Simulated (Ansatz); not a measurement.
Consider the substitution at a C–Si bond: `C[Si](F)(F)C#N` + `[BH2][AlH][OH]` → `[BH2][AlH][O]C` + `N#C[SiH](F)F`.

Program: Ansatz. Geometries: PBE0-D4/def2-TZVP. ΔE: electronic, gas phase. CBS: MP2 limit from def2 TZ/QZ plus the TZ coupled-cluster correction, frozen cores. This one scheme is used for every species. DFT in def2-TZVPP. Each species was taken in one conformer, which may not be the lowest.

```csv
level,ΔE (kcal/mol)
BLYP-D4,27.8
r2SCAN0-D4,31.0
PBE,29.2
LC-ωPBE,30.6
```

What does CCSD(T)/CBS give? (An estimate is asked.)

The calculation gave: +30.5 kcal/mol. The listed levels differ from it by -2.7, 0.5, -1.3, 0.1 kcal/mol.

Largest T1 diagnostic among the species: 0.013.

At CCSD(T), def2-SVP lies −5.4 kcal/mol from the extrapolated value and def2-TZVPP −0.9 kcal/mol. Leaving LDA and LC-ωPBE aside and taking each functional with its dispersion term where it has one, the values spread over 3.2 kcal/mol, from BLYP-D4 to r2SCAN0-D4. LDA lies +1.1 kcal/mol from PBE without D4. From PBE to PBE0 (25 % exact exchange), in def2-TZVPP and without D4, ΔE moves by +0.8 kcal/mol.
